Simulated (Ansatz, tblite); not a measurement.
Spin states of the cluster BaO₂⁻ (the lowest doublet isomer of a short search), each relaxed with r2SCAN-D4/def2-TZVPD in Ansatz. Electronic energies in the gas phase.

In the def2 sets Ba takes a core potential; there is no spin–orbit coupling. The xTB rows come from tblite. Correlated methods freeze 2 core orbitals; core or outer-core shells of Ba are correlated, in sets that lack core-valence functions. The structure comes from a short search, and lower isomers may exist.

Doublet geometry (C2v within 0.1 Å):

```
atom   x (Å)   y (Å)   z (Å)
 Ba1   0.007   0.246  -0.012
  O2   2.141  -0.192  -0.169
  O3  -2.148  -0.054   0.181
```

Quartet geometry (C2v within 0.1 Å):

```csv
atom,x (Å),y (Å),z (Å)
Ba1,0.6292,0.1301,0.4077
O2,-1.0358,-1.1221,1.2468
O3,0.4066,0.9920,-1.6544
```

⟨S²⟩: doublet 0.78 at PBE0-D4/def2-TZVPD (pure 0.75), quartet 3.76 at PBE0-D4/def2-TZVPD (pure 3.75).

Run but left out: HF/def2-TZVPD, PBE-QIDH/def2-TZVPD, MP2/def2-TZVPD (doublet: ⟨S²⟩ 1.68 to 1.77, where a pure state has 0.75); HF/def2-TZVPPD, MP2/def2-TZVPPD, CCSD/def2-TZVPPD, CCSD(T)/def2-TZVPPD (flagged by the program: lower state).

Only these spin states were relaxed.

| level | quartet − doublet (kcal/mol) | lowest of these | remarks |
| --- | --- | --- | --- |
| GFN1-xTB | 81.0 | doublet | – |
| PBE-D4/def2-TZVPD | 41.1 | doublet | HOMO above zero (doublet), HOMO above zero (quartet) |
| revPBE-D4/def2-TZVPD | 39.3 | doublet | HOMO above zero (doublet), HOMO above zero (quartet) |
| BLYP-D4/def2-TZVPD | 40.1 | doublet | HOMO above zero (doublet), HOMO above zero (quartet) |
| r2SCAN-D4/def2-TZVPD | 31.8 | doublet | HOMO above zero (doublet), HOMO above zero (quartet) |
| PBE0-D4/def2-TZVPD | 26.3 | doublet | HOMO above zero (quartet) |
| CAM-B3LYP-D4/def2-TZVPD | 23.8 | doublet | HOMO above zero (quartet) |
| B2PLYP/def2-TZVPD | 33.7 | doublet | spin-contaminated (⟨S²⟩ 0.86) (doublet) |
| RPA@PBE/def2-TZVPD | 26.0 | doublet | – |

Change of the quartet − doublet gap on mixing in exact exchange, in kcal/mol: PBE to PBE0 (25 % exact exchange) -14.8.

The xTB methods have no term that favours high spin, so they put low spin too low.
